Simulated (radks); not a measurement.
The numbers below are computed, except where a source is named.
The gold ion Au34+, 45 electrons, occupied as [Kr] 4d9 (the NIST ground configuration).

Level of theory: non-relativistic Kohn-Sham, LB94 model potential, spin-polarised, spherical densities, point nucleus; open shells are filled with parallel spins first (spin-orbit coupling, left out, can overturn this in heavy ions); relativity is left out, which matters for an element this heavy (a radial shooting solver on a logarithmic mesh with Libxc functionals).

Energy parts (hartree):
kinetic: 17259.5948
electron-nucleus: -38700.9469
Hartree: 4486.3042
(The LB94 potential has no energy functional, so no total or exchange-correlation energy is given.)

Orbitals (lengths in bohr, moments of r in powers of bohr; r(max) is where P^2 peaks):
orbital  occ.  eigenvalue (hartree)   r(max)  <1/r>
1s up       1             -2742.524  0.01272  78.49
1s down     1             -2742.526  0.01272  78.49
2s up       1             -500.1389  0.06911  18.47
2s down     1             -500.1207  0.06910  18.47
2p up       3             -482.9481  0.05358  18.52
2p down     3             -482.9387  0.05358  18.52
3s up       1             -155.4554   0.1884  7.216
3s down     1             -155.4541   0.1884  7.215
3p up       3             -147.4133   0.1772  7.172
3p down     3             -147.4056   0.1772  7.171
3d up       5             -132.4034   0.1392  7.089
3d down     5             -132.3802   0.1392  7.088
4s up       1             -66.45127   0.4029  3.427
4s down     1             -66.38702   0.4028  3.428
4p up       3             -62.90557   0.3992  3.373
4p down     3             -62.84237   0.3991  3.373
4d up       5             -56.49877   0.3840  3.266
4d down     4             -56.44145   0.3839  3.267

The highest occupied level is 4d down at -1535.9 eV. For comparison, the ionisation energy in NIST's Atomic Spectra Database is 1527 eV (theoretical). In exact Kohn-Sham theory the highest level is minus the ionisation energy, but local and semilocal functionals leave it too shallow, through self-interaction and a potential that decays too fast; potentials with the right tail come closer. The spin density at the nucleus is -0.239 e/bohr^3 (1s 0.169, 2s -1.709, 3s 1.748, 4s -0.446). The electron density at the nucleus is 3.541e+05 e/bohr^3. Spin moment in Bohr magnetons: 1. Summed over all electrons, <r^2> = 3.938 bohr^2, which gives a Langevin (diamagnetic) susceptibility term of -3.12 x 10^-6 cm^3/mol.
